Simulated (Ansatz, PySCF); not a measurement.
Reaction R1 → P1 + P2, each structure at its B3LYP-D3(BJ)/def2-TZVP stationary point, reached from a drawn start (curvature not checked).
P1: O atom, charge 0, multiplicity 3.
P2: S atom, charge 0, multiplicity 3.
R1, OS (SMILES O=S) (charge 0, multiplicity 3):
```xyz
2

S      0.000     0.000    -0.745
O      0.000     0.000     0.745
```

```csv
level,reaction energy (kcal/mol),minus CCSD(T)/cc-pV(Q+d)Z
HF/cc-pV(D+d)Z,42.44,-79.33
HF/cc-pV(T+d)Z,53.94,-67.83
HF/cc-pV(Q+d)Z,55.15,-66.61
SVWN5/def2-TZVPP,166.66,44.89
PBE/def2-TZVPP,140.43,18.67
BLYP/def2-TZVPP,134.12,12.36
revPBE/def2-TZVPP,132.44,10.67
r2SCAN/def2-TZVPP,132.09,10.33
B97M-V/def2-TZVPP,126.52,4.75
B3LYP/def2-TZVPP,125.88,4.11
PBE0/def2-TZVPP,126.17,4.41
BHLYP/def2-TZVPP,108.71,-13.05
M06-2X/def2-TZVPP,124.72,2.96
CAM-B3LYP/def2-TZVPP,125.62,3.86
wB97X-V/def2-TZVPP,127.24,5.47
wB97M-V/def2-TZVPP,126.54,4.78
B2PLYP/def2-TZVPP,125.35,3.59
MP2/cc-pV(D+d)Z,109.09,-12.67
MP2/cc-pV(T+d)Z,126.69,4.93
MP2/cc-pV(Q+d)Z,131.45,9.69
SCS-MP2/cc-pV(D+d)Z,101.11,-20.65
SCS-MP2/cc-pV(T+d)Z,118.96,-2.80
SCS-MP2/cc-pV(Q+d)Z,123.87,2.11
CCSD/cc-pV(D+d)Z,95.18,-26.59
CCSD/cc-pV(T+d)Z,110.14,-11.63
CCSD/cc-pV(Q+d)Z,114.42,-7.34
CCSD(T)/cc-pV(D+d)Z,100.14,-21.62
CCSD(T)/cc-pV(T+d)Z,116.96,-4.80
CCSD(T)/cc-pV(Q+d)Z,121.77,0.00
```

 The comparison column counts from a level with limits of its own.

P less R. No zero-point or thermal terms; open shells are unrestricted; no spin–orbit coupling.

Correlated levels freeze the cores.

Programs: Ansatz (a program for electronic structure); PySCF for M06-2X. Each number belongs to the level named beside it.
